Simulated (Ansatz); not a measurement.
Spectroscopic constants of NaTl, closed-shell singlet (lowest of 2S+1 = 1, 3 at CCSD(T)/def2-TZVPP on PBE0 minima; our sources give no spin for the ground state, which may be another). No spin–orbit coupling.

Seven points along R, fitted to fifth degree in 1/R; most abundant isotopes. In def2 and cc sets the state is the lowest found near the PBE0 minimum, followed along R. The singlet is held restricted.

Run with Ansatz (Gaussian orbitals).  In def2 rows elements past Kr take small-core potentials, without spin–orbit coupling.

Energies at B3LYP/def2-TZVPP:

```csv
R (Å),E (hartree)
3.031568,-334.88640974
3.113062,-334.88730598
3.188036,-334.88771844
3.272790,-334.88778911
3.357543,-334.88751192
3.455336,-334.88684156
3.569427,-334.88568576
```

**Question.** With a reduced mass of 20.6713 u, find the minimum, the force constant and the constants.

**Answer.** A fifth-degree polynomial in 1/R puts the minimum at r_e = 3.2456 Å with force constant 22.4 N/m. Then ω_e = (1/2πc)√(k/μ) = 136 cm⁻¹ and B_e = h/(8π²cμr_e²) = 0.07742 cm⁻¹; the cubic and quartic terms give α_e = 0.00040 and ω_e x_e = 0.41 cm⁻¹.

Ansatz is a program for electronic structure.
